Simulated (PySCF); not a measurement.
## Two-component Hartree-Fock for Ag²⁹⁺ (silver, charge +29)

Start: [Ar]. Calculated with PySCF 2.14 in an even-tempered Gaussian basis (18 s from 1.5 bohr⁻², ratio 2.6; 14 p from 2 bohr⁻², ratio 2.6; 6 d from 2.1 bohr⁻², ratio 2.8; 3 f from 38 bohr⁻², ratio 2.8): generalised Hartree-Fock with the X2C-1e Hamiltonian and a Gaussian nucleus; spin-orbit coupling (SO) screened by Boettger's factors.

```json
{"spinor shell": "1s1/2", "electrons": "2", "ε, screened SO (eV)": "-27063.3", "weight of nominal j (screened SO)": "1.000", "rms radius, screened SO (bohr)": "0.0357"}
{"spinor shell": "2s1/2", "electrons": "2", "ε, screened SO (eV)": "-5248.6", "weight of nominal j (screened SO)": "1.000", "rms radius, screened SO (bohr)": "0.144"}
{"spinor shell": "2p1/2", "electrons": "2", "ε, screened SO (eV)": "-4974.6", "weight of nominal j (screened SO)": "1.000", "rms radius, screened SO (bohr)": "0.125"}
{"spinor shell": "2p3/2", "electrons": "4", "ε, screened SO (eV)": "-4794.4", "weight of nominal j (screened SO)": "1.000", "rms radius, screened SO (bohr)": "0.129"}
{"spinor shell": "3s1/2", "electrons": "2", "ε, screened SO (eV)": "-1899.4", "weight of nominal j (screened SO)": "1.000", "rms radius, screened SO (bohr)": "0.356"}
{"spinor shell": "3p1/2", "electrons": "2", "ε, screened SO (eV)": "-1789.8", "weight of nominal j (screened SO)": "1.000", "rms radius, screened SO (bohr)": "0.345"}
{"spinor shell": "3p3/2", "electrons": "4", "ε, screened SO (eV)": "-1748.6", "weight of nominal j (screened SO)": "1.000", "rms radius, screened SO (bohr)": "0.353"}
```

```
   quantity  screened SO
E (hartree)  -4726.30585
        M_J            0
       ⟨J²⟩        0.000
       ⟨L²⟩        0.008
       ⟨S²⟩        0.008
```

Breit and QED terms are absent; they matter most for the inner s and p1/2 levels.

Densities and radii are taken from the X2C orbitals without a picture-change correction, which distorts them close to the nucleus.
